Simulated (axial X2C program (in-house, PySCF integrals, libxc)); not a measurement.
## Working with the constants of WCl

A bond curve at the PBE0 level, with spin–orbit coupling, was computed with an in-house relativistic program for diatomic molecules (basis W dyall-cv3z [13s14p9d7f4g], Cl dyall-av3z [9s8p3d2f] (cores contracted in-house)) for the state Ω = 5/2 (⟨Sz⟩ = 2.47, ⟨Lz⟩ = 0.03 at PBE0). Its fit gives Re = 2.2685 Å, ωe = 383.1 cm⁻¹, ωexe = 1.11 cm⁻¹ and αe = 4.438e-04 cm⁻¹; the masses are 183.9509 and 34.9689 u. Two-component means X2C with spin–orbit coupling and atomic mean-field Coulomb and Gaunt terms.

Problem. Find the reduced mass, Be and the force constant.

Solution. From the PBE0 values: μ = 29.3832 u. Be = 16.8576/(μ Re²) = 0.1115 cm⁻¹. k = 5.8918×10⁻⁷ μ ωe² = 2.54 mdyn/Å.

Problem. The dipole moment p changes by 5.06 D/Å at Re. What harmonic infrared intensity follows?

Solution. I = 42.256 × (dp/dR)²/μ = 37 km/mol.

Problem. Estimate the centrifugal constant by the Kratzer relation.

Solution. D = 4Be³/ωe² = 3.78e-08 cm⁻¹.

Problem. Where do the fundamental and the first overtone lie?

Solution. ν(1←0) = ωe − 2ωexe = 380.9 cm⁻¹; ν(2←0) = 2ωe − 6ωexe = 759.5 cm⁻¹.

Problem. A Morse curve ties αe to the other constants (Pekeris). How well does that hold?

Solution. αe(Morse) = 6Be²/ωe × (√(ωexe/Be) − 1) = 4.196e-04 cm⁻¹; the PBE0 curve gives 4.438e-04 cm⁻¹, a ratio of 0.95.

Occupations by symmetry block were frozen at the best pattern of an incomplete PBE0 search. Density functionals use the spin component along the axis (collinear). With several unpaired electrons one determinant need not be a pure state. This is the top spin component of a Σ state; components of lower Ω are not single determinants and can lie lower.
